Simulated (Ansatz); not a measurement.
CH9FSi3, SMILES `F[SiH]([SiH3])C[SiH3]`. The species carries charge 0 and has multiplicity 1. All single points use the PBE0-D4/def2-TZVP geometry. It is one conformer, not always the lowest.

```xyz
14

F    -1.250    1.386    2.061
Si   -0.170    0.586    1.173
Si   -0.703   -1.697    1.244
C    -0.183    1.268   -0.557
Si    0.937    0.360   -1.756
H     1.161    0.831    1.792
H     0.415   -2.482    0.653
H    -1.940   -1.972    0.463
H    -0.908   -2.139    2.649
H    -1.206    1.227   -0.948
H     0.114    2.321   -0.521
H     0.412   -1.011   -1.997
H     2.312    0.244   -1.200
H     1.009    1.079   -3.055
```

**Question.** What is the dipole moment at r2SCAN/def2-TZVPP? (Estimate.)

**Answer.** The calculation gave: 1.10 D, with components (0.30, 0.17, -1.05) D in this frame, pointing from negative to positive charge.

**Question.** And with PBE, B3LYP, ωB97M-V? (Best estimate.)

**Answer.** Computed: PBE 1.09 D, B3LYP 1.14 D, ωB97M-V 1.12 D.

**Question.** Give the Mulliken charges with r2SCAN, B3LYP, ωB97M-V in def2-TZVPP. (Best estimate.)

**Answer.** Computed: 
| atom | r2SCAN | B3LYP | ωB97M-V |
| --- | --- | --- | --- |
| F1 | -0.33 | -0.33 | -0.32 |
| Si2 | 0.54 | 0.54 | 0.48 |
| Si3 | 0.12 | 0.10 | 0.00 |
| C4 | -0.31 | -0.33 | -0.43 |
| Si5 | 0.26 | 0.24 | 0.15 |
| H6 | -0.10 | -0.10 | -0.05 |
| H7 | -0.05 | -0.05 | -0.01 |
| H8 | -0.06 | -0.05 | -0.01 |
| H9 | -0.06 | -0.05 | -0.01 |
| H10 | 0.10 | 0.11 | 0.14 |
| H11 | 0.09 | 0.11 | 0.13 |
| H12 | -0.07 | -0.06 | -0.02 |
| H13 | -0.06 | -0.06 | -0.02 |
| H14 | -0.07 | -0.06 | -0.02 |

B3LYP here is the variant with VWN-RPA as its local correlation; programs differ in this.
